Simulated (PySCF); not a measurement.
SMILES C=CC/C(C=O)=C/C(=O)O, C7H8O3

Molfile (atoms numbered from 1):
```
C7H8O3
     RDKit          3D

 18 17  0  0  0  0  0  0  0  0999 V2000
    2.8995    0.7214    0.0168 C   0  0  0  0  0  0  0  0  0  0  0  0
    1.8750    0.2757    0.7190 C   0  0  0  0  0  0  0  0  0  0  0  0
    1.0825   -0.9444    0.3767 C   0  0  0  0  0  0  0  0  0  0  0  0
   -0.3774   -0.6804    0.1482 C   0  0  0  0  0  0  0  0  0  0  0  0
   -1.2604   -1.8556    0.3485 C   0  0  0  0  0  0  0  0  0  0  0  0
   -0.8997   -2.8646    0.8989 O   0  0  0  0  0  0  0  0  0  0  0  0
   -0.8334    0.5280   -0.2218 C   0  0  0  0  0  0  0  0  0  0  0  0
   -2.2317    0.9085   -0.4696 C   0  0  0  0  0  0  0  0  0  0  0  0
   -3.2213    0.2429   -0.2887 O   0  0  0  0  0  0  0  0  0  0  0  0
   -2.2962    2.1594   -0.9526 O   0  0  0  0  0  0  0  0  0  0  0  0
    3.4521    1.5983    0.3076 H   0  0  0  0  0  0  0  0  0  0  0  0
    3.2355    0.2224   -0.8777 H   0  0  0  0  0  0  0  0  0  0  0  0
    1.5549    0.7931    1.6139 H   0  0  0  0  0  0  0  0  0  0  0  0
    1.4903   -1.4195   -0.5211 H   0  0  0  0  0  0  0  0  0  0  0  0
    1.1526   -1.6811    1.1845 H   0  0  0  0  0  0  0  0  0  0  0  0
   -2.2792   -1.7438   -0.0488 H   0  0  0  0  0  0  0  0  0  0  0  0
   -0.1328    1.3385   -0.3740 H   0  0  0  0  0  0  0  0  0  0  0  0
   -3.2190    2.4074   -1.1207 H   0  0  0  0  0  0  0  0  0  0  0  0
  1  2  2  0
  2  3  1  0
  3  4  1  0
  4  5  1  0
  5  6  2  0
  4  7  2  0
  7  8  1  0
  8  9  2  0
  8 10  1  0
  1 11  1  0
  1 12  1  0
  2 13  1  0
  3 14  1  0
  3 15  1  0
  5 16  1  0
  7 17  1  0
 10 18  1  0
M  END
```

Computed with GIAO PBE/pcSseg-1 magnetisability, rotational g tensor and spin-rotation constants, non-relativistic, gas phase (PySCF). Geometry: GFN2-xTB.

Q: How diamagnetic is it, and how anisotropic?

A: Isotropic -1086 × 10⁻³⁰ J/T², or -65.4 × 10⁻⁶ cm³/mol; principal values -1352, -1015, -891 × 10⁻³⁰ J/T², anisotropy 413 × 10⁻³⁰ J/T² (root of half the summed squared differences of the principal values). The susceptibility is in cgs units.

Q: Split it along the inertial axes a, b, c into diamagnetic and paramagnetic parts about the centre of mass, with the quadrupole moment.

A: 
```csv
axis,χ (10⁻⁶ cm³/mol),diamagnetic (10⁻⁶ cm³/mol),paramagnetic (10⁻⁶ cm³/mol),summed x² of all electrons (Å²),quadrupole Θ (D Å)
a,-61.2,-852.0,790.8,301.9,+6.08
b,-53.7,-1362.6,1308.9,181.6,-9.85
c,-81.3,-2051.1,1969.7,19.3,+3.76
```
Anisotropies 2χaa − χbb − χcc = +12.7 and 2χbb − χaa − χcc = +35.1 × 10⁻⁶ cm³/mol. Θ is traceless in Buckingham's convention.

Q: And the rotational g tensor?

A: 
| axis | rotational constant (GHz) | g | nuclear part | electronic part |
| --- | --- | --- | --- | --- |
| a | 1.5687 | -0.0349 | 0.5479 | -0.5828 |
| b | 0.9356 | -0.0200 | 0.5553 | -0.5753 |
| c | 0.5991 | -0.0073 | 0.5472 | -0.5544 |

Asymmetric top; isotopes 12C, 1H, 16O; no vibrational averaging.
